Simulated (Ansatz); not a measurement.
CH4N (SMILES C[NH]), charge 0, multiplicity 2, relaxed at each level with Ansatz (an electronic-structure program); harmonic frequencies from differences of analytic forces, average atomic masses, frozen cores. Open shells are unrestricted.

| mode | HF/def2-TZVPP (cm⁻¹) | r2SCAN/def2-TZVPP (cm⁻¹) | B3LYP/def2-TZVPP (cm⁻¹) | PBE0/def2-TZVPP (cm⁻¹) | wB97X-V/def2-TZVPP (cm⁻¹) | CCSD(T)/cc-pVDZ (cm⁻¹) |
|---|---|---|---|---|---|---|
| 1 | 288 | 253 | 252 | 253 | 258 | … |
| 2 | 1067 | 945 | 949 | 946 | 954 | 949 |
| 3 | 1071 | 1010 | 1007 | 1008 | 1010 | 1003 |
| 4 | 1128 | 1047 | 1044 | 1076 | 1077 | 1054 |
| 5 | 1434 | 1335 | 1335 | 1332 | 1340 | 1350 |
| 6 | 1544 | 1383 | 1392 | 1387 | 1403 | … |
| 7 | 1603 | 1471 | 1476 | 1470 | 1485 | … |
| 8 | 1613 | 1482 | 1485 | 1479 | 1490 | 1479 |
| 9 | 3124 | 2944 | 2947 | 2971 | 2988 | 2982 |
| 10 | 3166 | 2986 | 2978 | 3014 | 3035 | 3041 |
| 11 | 3234 | 3090 | 3088 | 3113 | 3126 | 3125 |
| 12 | 3644 | 3385 | 3387 | 3434 | 3443 | 3347 |

Question: Modes are in rising order at each level. Some entries are withheld; supply them.

Answer: 
- 1, CCSD(T)/cc-pVDZ (cm⁻¹): 277
- 6, CCSD(T)/cc-pVDZ (cm⁻¹): 1394
- 7, CCSD(T)/cc-pVDZ (cm⁻¹): 1478
